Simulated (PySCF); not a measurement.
Molecule: SMILES FC(CC(F)(F)F)(F)F. Atoms near the plane z = 0.6 Å, at the GFN2-xTB optimised geometry (x, y, z in Å): C6 (0.2, 0.3, 0.0), F7 (1.5, 0.3, 0.0), F8 (-0.2, 1.6, 0.0), F9 (-0.2, -0.2, 1.2).

Method: PySCF with PBE/def2-TZVP. The values are rescaled to run from 0 to 1.

```
|                           |
|                           |
|                           |
|                           |
|           ..:..           |
|         .:=++=-.          |
|        .-+#%%#+.          |
|        :+#@@@%+.          |
|        :+%@@@%-   ..      |
|        .-*#%#+. .=+-.     |
|          .:-=-..+%%*-     |
|           .:--:=%@@#=.    |
|          :=*#+-=%@@#=.    |
|         :=#%@#:-%@@#=.    |
|         :+%%%*:.+%%*-.    |
|         :+#%#+. :++=:     |
|         .-+*+-.  .::      |
|          .:-:.            |
|                           |
|                           |
|                           |
|                           |
|                           |
|                           |
|                           |
|                           |
|                           |
```
Scale: ten equal steps from 0.000 (start of ' ') to 1.00 (end of '@'), in the order ' .:-=+*#%@'; x runs from -4.00 to 4.00, y from -4.00 (bottom) to 4.00 (top).

Problem. Which quantity is mapped?
(A) electron localisation function
(B) deformation density (molecule minus spherical neutral atoms)
(C) an orbital amplitude
(D) Laplacian of the electron density

Solution. A, electron localisation function
